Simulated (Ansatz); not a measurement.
Cu(NH3)(OH) (CuNOH4), relaxed as a singlet with RKS r2SCAN-D4/def2-TZVP in Ansatz, starting from the GFN2-xTB geometry. Force threshold 0.02 eV/Å.

The relaxation made no stability test and no search for a lower SCF solution.

Start:

Cartesian coordinates in Å:
```
Cu 0.2194 -0.5146 0.3084
N -0.4323 0.8408 -0.7387
H -0.5811 0.4536 -1.6667
H 0.2450 1.5976 -0.7777
H -1.3115 1.1715 -0.3512
O 0.8076 -1.8816 1.1633
H 1.0529 -1.6673 2.0625
```

```
step  energy (eV)  largest force component (eV/Å)  SCF passes
   1  -48243.7509                           1.154          20
   2  -48243.8144                           0.693          23
   3  -48243.8458                           0.104          23
   4  -48243.8462                           0.134          23
   5  -48243.8469                           0.011          23
```

Force components are those of the run's own axes.

End:

```
atom    x (Å)    y (Å)    z (Å)
 Cu1   0.2328  -0.5638   0.3283
  N2  -0.4420   0.8530  -0.7571
  H3  -0.6099   0.5320  -1.7086
  H4   0.2115   1.6311  -0.8103
  H5  -1.3226   1.2162  -0.3994
  O6   0.8400  -1.9641   1.2268
  H7   1.0902  -1.7043   2.1203
```

By distances, no bond broke or formed. The bond that changes most is Cu1–N2, from 1.83 to 1.91 Å (atoms count from 1).

No frequencies were taken in this run, so the end may be a saddle point.

It took 4.5 s on 4 threads of AMD EPYC 9B14 on a shared host.
